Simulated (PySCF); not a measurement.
Correlation energy of Re⁺ (rhenium, charge +1)

[Xe] 4f14 5d5 6p1, high-spin 7P determinant (an excited configuration). Calculation: PySCF 2.14, in def2-TZVPPD with the def2 core potential (60 electrons) (6s5p3d2f1g, 59 functions); a scalar-relativistic core potential. Frozen: 5s2 5p6; 6 electrons correlated.

```
  level  correlation energy (mhartree)
   CCSD                         -72.91
    (T)                          -1.36
CCSD(T)                         -74.27
```

Diagnostics: T1 = 0.013, D1 = 0.0387, largest double amplitude 0.056.

Task: Is a single reference adequate?

Result: Yes, within this model without spin-orbit coupling: T1 lies below 0.03 and no double amplitude reaches 0.07.
